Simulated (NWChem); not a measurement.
System: CH$_{2}$F$_{2}$O$_{2}$Si; SMILES O=C[Si](O)(F)F

The following NWChem deck was run.

```
start job
memory heap 200 mb stack 900 mb global 1100 mb
geometry units angstroms noautosym nocenter noautoz
  O     -0.283013     2.203402     0.029601
  C      0.582721     1.366590     0.156649
  Si     0.019456    -0.449632    -0.020984
  O     -1.578760    -0.383777    -0.316213
  F      0.814967    -1.188687    -1.204043
  F      0.346921    -1.288910     1.308354
  H      1.639862     1.674344     0.365316
  H     -1.904966     0.527115    -0.339942
end
basis spherical
  * library 6-31g*
end
dft
  xc b3lyp
  iterations 150
end
property
  shielding 7 1 2 3 4 5 7 8
end
task dft property
```

Excerpt of the output:

```
             Northwest Computational Chemistry Package (NWChem) 7.3.0
             --------------------------------------------------------

                             Geometry "geometry" -> ""
                             -------------------------

 Output coordinates in angstroms (scale by  1.889725989 to convert to a.u.)

  No.       Tag          Charge          X              Y              Z
 ---- ---------------- ---------- -------------- -------------- --------------
    1 O                    8.0000    -0.28301300     2.20340200     0.02960100
    2 C                    6.0000     0.58272100     1.36659000     0.15664900
    3 Si                  14.0000     0.01945600    -0.44963200    -0.02098400
    4 O                    8.0000    -1.57876000    -0.38377700    -0.31621300
    5 F                    9.0000     0.81496700    -1.18868700    -1.20404300
    6 F                    9.0000     0.34692100    -1.28891000     1.30835400
    7 H                    1.0000     1.63986200     1.67434400     0.36531600
    8 H                    1.0000    -1.90496600     0.52711500    -0.33994200

 Effective nuclear repulsion energy (a.u.)     316.9950970005

                              NWChem Property Module
                              ----------------------

  itol2e modified to match energy
  convergence criterion.

                                 NWChem DFT Module
                                 -----------------

 Summary of "ao basis" -> "ao basis" (spherical)
 ------------------------------------------------------------------------------
       Tag                 Description            Shells   Functions and Types
 ---------------- ------------------------------  ------  ---------------------
 O                           6-31g*                  6       14   3s2p1d
 C                           6-31g*                  6       14   3s2p1d
 Si                          6-31g*                  8       18   4s3p1d
 F                           6-31g*                  6       14   3s2p1d
 H                           6-31g*                  2        2   2s

  itol2e modified to match energy
  convergence criterion.

[...]

          -----------------------------------------
          Chemical Shielding Tensors (GIAO, in ppm)
          -----------------------------------------

                                NWChem CPHF Module
                                ------------------

  scftype          =     RHF
  nclosed          =       28
  nopen            =        0
  variables        =     1792
  # of vectors     =        3
  tolerance        = 0.10D-03
  level shift      = 0.00D+00
  max iterations   =       50
  max subspace     =       30

 SCF residual:    5.6520169046074211E-005

Iterative solution of linear equations
  No. of variables     1792
  No. of equations        3
  Maximum subspace       30
        Iterations       50
       Convergence  1.0D-04

   iter   nsub   residual    time
   ----  ------  --------  ---------
     1      3    9.28D-01      69.6
     2      6    1.09D-01      77.2
     3      9    4.35D-03      84.2
     4     12    3.38D-04      88.9
     5     15    1.57D-05      93.6

      Atom:    1  O
        Diamagnetic
    399.4750    -15.0047      1.6623
    -15.0047    400.4767     -2.2541
      1.6623     -2.2541    387.4889

        Paramagnetic
  -1414.9600    448.3019   -250.3223
    448.3019  -1210.9901     33.2817
   -250.3223     33.2817    -14.8429

        Total Shielding Tensor
  -1015.4851    433.2972   -248.6600
    433.2972   -810.5134     31.0276
   -248.6600     31.0276    372.6459

           isotropic =    -484.4508
          anisotropy =   -1350.3049

          Principal Components and Axis System
                 1           2           3
            -1384.6541   -486.2685    417.5701

      1         0.7890      0.5867     -0.1824
      2        -0.6021      0.7975     -0.0395
      3         0.1223      0.1410      0.9824

      Atom:    2  C
        Diamagnetic
    257.5907     -1.4687      3.1406
     -1.4687    266.4328      0.7763
      3.1406      0.7763    240.9729

        Paramagnetic
   -382.3125     19.0593    -45.4809
     19.0593   -327.9368     -4.3010
    -45.4809     -4.3010   -141.8248

        Total Shielding Tensor
   -124.7218     17.5906    -42.3404
     17.5906    -61.5040     -3.5247
    -42.3404     -3.5247     99.1481

           isotropic =     -29.0259
          anisotropy =    -160.7487

          Principal Components and Axis System
                 1           2           3
             -136.1917    107.1508    -58.0367

      1         0.9610     -0.1824      0.2078
      2        -0.2183     -0.0396      0.9751
      3         0.1696      0.9824      0.0778

      Atom:    3  Si
        Diamagnetic
    879.5844     -1.4780     -0.2009
     -1.4780    881.1728     -0.2407
     -0.2009     -0.2407    880.2988

        Paramagnetic
   -334.9255    -36.5982     13.1346
    -36.5982   -433.1416     -7.5791
     13.1346     -7.5791   -411.3843

        Total Shielding Tensor
    544.6589    -38.0762     12.9337
    -38.0762    448.0312     -7.8197
     12.9337     -7.8197    468.9145

           isotropic =     487.2015
          anisotropy =     109.5782

          Principal Components and Axis System
                 1           2           3
              560.2537    466.8248    434.5261

      1         0.9314     -0.1824      0.3151
      2        -0.3271     -0.0392      0.9442
      3         0.1599      0.9824      0.0962

      Atom:    4  O
        Diamagnetic
    407.6553     -6.2748      5.7765
     -6.2748    389.9833     -0.5723
      5.7765     -0.5723    376.3497

[...]
```

Level: B3LYP/6-31G* (spherical d), GIAO. Geometry: optimised at PBE0/def2-SVP. B3LYP is NWChem's, with the RPA form of VWN correlation. The output numbers the shielded atoms by their place in the input's list. The printed shielding anisotropy is the first printed principal value minus the mean of the other two.
